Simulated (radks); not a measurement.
Rb XXVII, 11 electrons, occupied as [Ne] 3s1. All-electron calculation, Dirac Kohn-Sham, PBE, spin-unpolarised, spherical densities, point nucleus. Program: a radial shooting solver on a logarithmic mesh with Libxc functionals.

Radial electron density D(r) = 4 pi r^2 rho(r):

r (bohr)  D(r) (e/bohr)
0.00189           1.705
0.002365          2.534
0.002935          3.681
0.003642          5.295
0.004557          7.617
0.005656          10.64
0.007075          14.75
0.008781          19.71
0.01099           25.79
0.01363           32.18
0.01692           38.36
0.02117           43.43
0.02628           45.85
0.03287           45.04
0.0408            41.55
0.05104           37.42
0.06335           36.11
0.07862           39.51
0.09836           46.41
0.1221            50.74
0.1527            46.66
0.1895            34.02
0.2371            18.59
0.2943            8.687
0.3653            4.756
0.457             3.106
0.5672            1.562
0.7096           0.4282
0.8806          0.06039
1.102          0.003236

D(r) has 2 maxima, at r = 0.0278, 0.125 bohr, and minima at 0.0609 bohr, inside which lie 2.12 electrons.
